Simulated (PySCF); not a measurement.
Electron correlation in Ru (ruthenium, neutral)

[Kr] 4d7 5p1, one real determinant (an excited configuration). All numbers are calculated (PySCF 2.14, the spin-free X2C one-electron Hamiltonian (Gaussian nucleus), in x2c-TZVPPall with one added diffuse shell each of s, p, d, f type (9s7p7d3f1g, 95 functions)). Frozen: [Kr]; 8 electrons correlated.

| level | correlation energy (mhartree) |
| --- | --- |
| CCSD | -176.24 |
| (T) | -7.54 |
| CCSD(T) | -183.78 |

Diagnostics: T1 = 0.025, D1 = 0.0947, largest double amplitude 0.060.

The real determinant used has ⟨L²⟩ near 14 against 20 for a pure G term, so it mixes terms.

Cost of the coupled-cluster step: of the order of 40 core-seconds, for 8 correlated electrons.

The reference is one real determinant that mixes LS terms of this configuration.
